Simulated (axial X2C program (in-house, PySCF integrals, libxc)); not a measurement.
# Bond lengths and stretching modes, held linear, of ORuO²⁺

Computed with an in-house all-electron X2C program for linear molecules (integrals from PySCF): two-component X2C with atomic mean-field Coulomb and Gaunt terms, Gaussian nuclei, basis O dyall-av3z, Ru dyall-v3z with contracted cores. Spin-free rows use the one-electron spin-free X2C Hamiltonian.

Masses O 15.995, Ru 101.904, O 15.995 u. States: 2c Ω = 2 (beyond evenly filled blocks: ω = -1/2, ω = 5/2); spin-free M_S = 0, Λ = 2 (beyond evenly filled blocks: σβ, δ+α, δ+β, δ-α).

PBE0, spin-free: energies above the lowest point

| r(O–Ru) (Å) | r(Ru–O) (Å) | E (meV) |
| --- | --- | --- |
| 1.6097 | 1.6097 | 94.43 |
| 1.6097 | 1.6510 | 25.96 |
| 1.6097 | 1.6923 | 12.40 |
| 1.6510 | 1.6097 | 25.96 |
| 1.6510 | 1.6510 | 0.00 |
| 1.6510 | 1.6923 | 25.31 |
| 1.6510 | 1.7336 | 80.58 |
| 1.6923 | 1.6097 | 12.40 |
| 1.6923 | 1.6510 | 25.31 |
| 1.6923 | 1.6923 | 91.23 |
| 1.7336 | 1.6510 | 80.58 |
| 1.7336 | 1.7336 | 321.74 |

Question: Fit a quadratic surface with cubic terms in each bond: where is the minimum, and what are the two stretching wavenumbers?

Answer: At PBE0, spin-free: bonds 1.650 and 1.650 Å; harmonic stretches 424.0 and 967.6 cm⁻¹; force constants 5.06, 5.06 and coupling 3.77 mdyn/Å.

The other levels and Hamiltonians give:

```tsv
Hamiltonian	level	r(O–Ru) (Å)	r(Ru–O) (Å)	lower stretch (cm⁻¹)	upper stretch (cm⁻¹)
2c	PBE0	1.650	1.650	423.6	966.2
```

Each state is one determinant, the lowest of a limited PBE0 search; the stretches come from a fit to these few points and carry an uncertainty of a few per cent. Other orders of the atoms were not compared. Left out for rough or failed fits: HF 2c, TPSSh 2c, MP2 2c, HF spin-free, TPSSh spin-free, MP2 spin-free. A multiply charged ion may be only metastable. The molecule was held linear; bending was not examined, so a bent shape may lie lower. Open-shell Ω = 0 determinants with evenly filled partner blocks cannot be reached by this program, so the Ω shown need not be the lowest component. Note: functional without a current term on a determinant with orbital currents, of the molecule or an atom. Note: several unpaired electrons, one determinant need not be a pure state.
